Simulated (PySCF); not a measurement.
C₂H₆Se₂. Atoms are numbered in the order given.

```xyz
10

Se     0.0984    -0.5789     0.8788
C     -0.4155    -1.8381    -0.5650
C     -1.7178    -1.4921    -1.2652
H     -0.4763    -2.8030    -0.0339
H      0.4306    -1.8947    -1.2647
H     -1.6495    -0.5064    -1.7510
H     -2.5597    -1.4674    -0.5567
H     -1.9435    -2.2378    -2.0464
Se     0.4064     1.3942    -0.3688
H      1.8331     1.1717    -0.7046
```
Charge 0, spin multiplicity 1.

Geometry: B3LYP-D3(BJ)/def2-SVP. The values are those of a single conformer.

Calculation: PySCF with ωB97X/def2-TZVP.

ESP charges are fitted to the potential on shells at 1.4 to 2.0 van der Waals radii. Atomic charges (e):

```csv
atom,Löwdin,Mulliken,ESP fit
Se1,0.20,0.01,-0.15
C2,-0.48,-0.25,-0.07
C3,-0.35,-0.34,-0.24
H4,0.13,0.13,0.14
H5,0.13,0.13,0.06
H6,0.12,0.13,0.08
H7,0.12,0.12,0.10
H8,0.12,0.12,0.07
Se9,-0.01,-0.17,-0.11
H10,0.02,0.12,0.12
```

Computed Mayer and Wiberg (Löwdin basis) orders of the bonds:
| bond | Mayer | Wiberg |
|---|---|---|
| Se1–C2 | 1.00 | 1.38 |
| C2–C3 | 0.96 | 1.35 |
| C2–H4 | 0.96 | 0.87 |
| C2–H5 | 0.97 | 0.88 |
| C3–H6 | 0.97 | 0.90 |
| C3–H7 | 0.97 | 0.91 |
| C3–H8 | 0.97 | 0.90 |
| Se1–Se9 | 1.14 | 1.60 |
| Se9–H10 | 0.96 | 1.05 |
